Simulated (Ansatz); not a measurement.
CHClF$_{4}$OSn, SMILES `[F][SnH]([Cl])[O]C(F)(F)F`: the same geometry under several functionals.

```yaml
crystal:
  periodic: [false, false, false]
  atoms:
    - {symbol: F, position_ang: [-2.462109, 0.439154, -0.412165]}
    - {symbol: Sn, position_ang: [-0.800753, 1.260625, -0.017369]}
    - {symbol: Cl, position_ang: [-0.624374, 1.353999, 2.255355]}
    - {symbol: O, position_ang: [0.568877, 0.043480, -0.739620]}
    - {symbol: C, position_ang: [0.896786, -1.126517, -0.205693]}
    - {symbol: F, position_ang: [1.915289, -1.016231, 0.655273]}
    - {symbol: F, position_ang: [-0.127896, -1.679724, 0.474071]}
    - {symbol: F, position_ang: [1.262764, -1.983834, -1.152733]}
    - {symbol: H, position_ang: [-0.628585, 2.709059, -0.857120]}
basis:
  gaussian: {orbitals: def2-TZVPP}
hamiltonian: {xc: {name: B2PLYP}}
```

```sh
$ ansatz run in.yaml --threads 2 --pin off --events-out ev --progress --plain --max-ram 22528MiB --backend cuda --devices 0, --max-vram 18GiB
```

Output, abridged:

```
Functional definition: B2PLYP
2046 factors; integrals over basis functions are off by at most 1.0e-3 eV
mean field evaluation 1: about -32290.9062 eV, gradient 6.8e1 eV
mean field evaluation 2: about -32291.0932 eV, gradient 6.8e1 eV
mean field evaluation 4: about -32297.9448 eV, gradient 6.7e0 eV
mean field evaluation 8: about -32298.0274 eV, gradient 4.9e-1 eV
mean field evaluation 16: about -32298.0279 eV, gradient 1.0e-4 eV
mean field -32298.02786984 eV, -1186.9306318269 hartree, gradient 2.9e-6 eV, S^2 0.000000; 0 other end points of the search recorded, 0 dependent functions left out
15 core orbitals not correlated: weight in the atoms' cores, before any rotation towards them, 1.000 or more for the frozen orbitals, at most 0.000 for the correlated occupied ones
reference -32298.02804027 eV, -1186.9306380901 hartree; 30, 30 occupied and 247, 247 virtual orbitals, 2046 factors
second order -61.01308421 eV of doubles, -0.00000000 eV of singles
Total energy: -32314.50157300 eV, -1187.5360292520 hartree
```

Run time 4.8 s (2 threads of an AMD EPYC 7R13 on a shared host and a share of an NVIDIA H100 80 GB); peak host memory 1.3 GiB.

With the line `hamiltonian: {xc: {name: wB97X-V}}` (abridged; 4 s):

```
Functional definition: wB97X-V
mean field evaluation 16: about -32324.6528 eV, gradient 2.0e-4 eV
mean field -32324.65284994 eV, -1187.9090817987 hartree, gradient 2.8e-5 eV, S^2 0.000000
Total energy: -32324.65284787 eV, -1187.9090817225 hartree
```

The same input with `hamiltonian: {xc: {name: wB97M-V}}` and forces (abridged; 4.1 s):

```
Functional definition: wB97M-V
mean field evaluation 16: about -32326.4766 eV, gradient 2.2e-4 eV
mean field -32326.47656677 eV, -1187.9761021560 hartree, gradient 3.5e-5 eV, S^2 0.000000
Total energy: -32326.47661873 eV, -1187.9761040654 hartree
Atom 0 force    -0.022143    -0.025026     0.002013 eV/Å
Atom 1 force     0.061476     0.115503    -0.044840 eV/Å
Atom 2 force     0.002884    -0.020066    -0.040942 eV/Å
Atom 3 force    -0.072116     0.207979    -0.060290 eV/Å
Atom 4 force     0.020476     0.022509    -0.040677 eV/Å
Atom 5 force     0.158684     0.029337     0.149523 eV/Å
Atom 6 force    -0.195007    -0.053906     0.116972 eV/Å
Atom 7 force     0.059441    -0.158713    -0.153385 eV/Å
Atom 8 force    -0.013694    -0.117616     0.071627 eV/Å
Dipole moment:    -0.002699     0.742329    -0.102752 e Å
```
